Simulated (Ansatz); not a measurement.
`NC([SiH3])[AsH2]` and `NC([AsH2])C=O` differ in one atom or group.

Ansatz, PBE0-D4/def2-TZVP geometries, multiplicity 1. Each molecule was computed in one conformer, which needn't be the lowest.

Scalar relativity is left out up to krypton.

```tsv
property	`NC([SiH3])[AsH2]`
HOMO energy (B3LYP/def2-TZVPP) / eV	-6.91
size of the dipole moment (B3LYP/def2-TZVPP) / D	1.54
LUMO energy (B3LYP/def2-TZVPP) / eV	-0.30
size of the dipole moment (ωB97M-V/def2-TZVPP) / D	1.53
HOMO–LUMO gap (ωB97M-V/def2-TZVPP) / eV	10.86
HOMO–LUMO gap (PBE/def2-TZVPP) / eV	4.82
```

Problem. What does the change do to each property? (An estimate is asked.)

Solution. The calculation gave: 
| property | `NC([AsH2])C=O` | shift |
| --- | --- | --- |
| HOMO energy (B3LYP/def2-TZVPP) / eV | -6.85 | 0.06 |
| size of the dipole moment (B3LYP/def2-TZVPP) / D | 1.55 | 0.01 |
| LUMO energy (B3LYP/def2-TZVPP) / eV | -1.29 | -0.99 |
| size of the dipole moment (ωB97M-V/def2-TZVPP) / D | 1.53 | 0.00 |
| HOMO–LUMO gap (ωB97M-V/def2-TZVPP) / eV | 10.53 | -0.33 |
| HOMO–LUMO gap (PBE/def2-TZVPP) / eV | 3.52 | -1.30 |

With PBE0 the HOMO rises by 0.08 eV and the LUMO falls by 0.96 eV, so the gap narrows by about 1.04 eV. PBE moves the HOMO by 0.06 eV and ωB97M-V by -0.09 eV. Dipoles are sizes alone; their direction can turn.

B3LYP here is the variant with VWN-RPA as its local correlation; programs differ in this.
